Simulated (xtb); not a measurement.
Cl3SW (SMILES [S]=[W]([Cl])([Cl])[Cl]), doublet, from a rough starting geometry (GFN-xTB shapes and energies of metal compounds can be far from the true ones) (the multiplicity is a formal guess); GFN2-xTB run with xtb.

Input for xtb:
```
$ xtb mol.xyz --gfn 2 --uhf 1 --opt vtight --json

# file mol.xyz
5

W      0.22773283    -0.01915283     0.09974059
S      1.64104258    -0.87931502    -1.26094020
Cl     0.69851298     0.81164405     2.04840159
Cl    -0.95665397     1.48071949    -1.13785053
Cl    -1.50306511    -1.47300511     0.19658114
```

What the program printed (banner, timings and long lists left out):

```
   ID    Z sym.   atoms
    1   74 W      1
    2   16 S      2
    3   17 Cl     3-5

           -------------------------------------------------
          |                Calculation Setup                |
           -------------------------------------------------

           -------------------------------------------------
          |                 G F N 2 - x T B                 |
           -------------------------------------------------

          ...................................................
          :                      SETUP                      :
          :.................................................:
          :  # basis functions                  50          :
          :  # atomic orbitals                  45          :
          :  # shells                           15          :
          :  # electrons                        33          :
          :  max. iterations                   250          :
          :  Hamiltonian                  GFN2-xTB          :
          :  restarted?                      false          :
          :  GBSA solvation                  false          :
          :  PC potential                    false          :
          :  electronic temp.          300.0000000     K    :
          :  accuracy                    1.0000000          :
          :  -> integral cutoff          0.2500000E+02      :
          :  -> integral neglect         0.1000000E-07      :
          :  -> SCF convergence          0.1000000E-05 Eh   :
          :  -> wf. convergence          0.1000000E-03 e    :
          :  Broyden damping             0.4000000          :
          :  net charge                          0          :
          :  unpaired electrons                  1          :
          ...................................................

 iter      E             dE          RMSdq      gap      omega  full diag
   1    -12.5045886 -0.125046E+02  0.303E+01    0.47       0.0  T
   2    -10.0579510  0.244664E+01  0.431E+01    0.02       1.0  T
   3    -16.7443876 -0.668644E+01  0.286E+01    0.33       1.0  T
   4    -17.9583479 -0.121396E+01  0.211E+01    0.55       1.0  T
   5    -18.5755372 -0.617189E+00  0.133E+01    0.15       1.0  T
   6    -19.0893968 -0.513860E+00  0.982E+00    0.18       1.0  T
   7    -19.0951582 -0.576141E-02  0.122E+01    0.27       1.0  T
   8    -19.2244265 -0.129268E+00  0.761E+00    0.21       1.0  T
   9    -19.4055628 -0.181136E+00  0.614E+00    0.30       1.0  T
[...]
         :: total energy             -19.516774694082 Eh    ::
 * total energy  :   -19.5167747 Eh     change       -0.9096084E-09 Eh
 * total energy  :   -19.5162749 Eh     change        0.4998425E-03 Eh
 * total energy  :   -19.5174383 Eh     change       -0.1163409E-02 Eh
 * total energy  :   -19.5174496 Eh     change       -0.1130423E-04 Eh
 * total energy  :   -19.5174554 Eh     change       -0.5827909E-05 Eh
 * total energy  :   -19.5174580 Eh     change       -0.2629714E-05 Eh
 * total energy  :   -19.5174581 Eh     change       -0.5710082E-07 Eh
 * total energy  :   -19.5174582 Eh     change       -0.1423893E-06 Eh
 * total energy  :   -19.5174582 Eh     change        0.1912408E-08 Eh
 * total energy  :   -19.5174582 Eh     change       -0.1161801E-07 Eh
   *** GEOMETRY OPTIMIZATION CONVERGED AFTER 10 ITERATIONS ***
         :: total energy             -19.517458235979 Eh    ::
[...]
      -------------------------------------------------------------
                  HL-Gap            0.0113075 Eh            0.3077 eV
             Fermi-level           -0.3762042 Eh          -10.2370 eV

     #   Z          covCN         q      C6AA      α(0)
     1  74 W        3.539     0.313   493.291    48.985
     2  16 S        0.948    -0.151   145.432    20.397
     3  17 Cl       0.866    -0.021    99.776    15.281
     4  17 Cl       0.870    -0.071   101.326    15.399
     5  17 Cl       0.870    -0.071   101.327    15.399

 Mol. C6AA /au·bohr⁶  :       4091.624357
 Mol. C8AA /au·bohr⁸  :     310147.670720
 Mol. α(0) /au        :        115.462958

Wiberg/Mayer (AO) data.
largest (>0.10) Wiberg bond orders for each atom

 ---------------------------------------------------------------------------
     #   Z sym  total        # sym  WBO       # sym  WBO       # sym  WBO
 ---------------------------------------------------------------------------
     1  74 W    6.551 --     2 S    2.394     3 Cl   1.450     4 Cl   1.353
                             5 Cl   1.353
     2  16 S    2.724 --     1 W    2.394     5 Cl   0.112     4 Cl   0.112
                             3 Cl   0.105
     3  17 Cl   1.707 --     1 W    1.450     2 S    0.105
     4  17 Cl   1.595 --     1 W    1.353     2 S    0.112
     5  17 Cl   1.595 --     1 W    1.353     2 S    0.112
 ---------------------------------------------------------------------------

Topologies differ in total number of bonds
Writing topology from bond orders to xtbtopo.mol

molecular dipole:
                 x           y           z       tot (Debye)
 q only:       -0.048       0.217       0.457
   full:       -0.233       0.612       1.248       3.583
molecular quadrupole (traceless):
                xx          xy          yy          xz          yz          zz
 q only:       -0.827       0.827       0.345       1.223      -0.305       0.482
  q+dip:       -2.619       1.993       0.038       3.230       0.469       2.581
   full:       -2.730       2.153       0.301       3.365       0.182       2.429

optimized geometry written to: xtbopt.xyz

           -------------------------------------------------
          | TOTAL ENERGY              -19.517458235979 Eh   |
          | GRADIENT NORM               0.000015686857 Eh/α |
          | HOMO-LUMO GAP               0.307693511105 eV   |
           -------------------------------------------------

normal termination of xtb
```
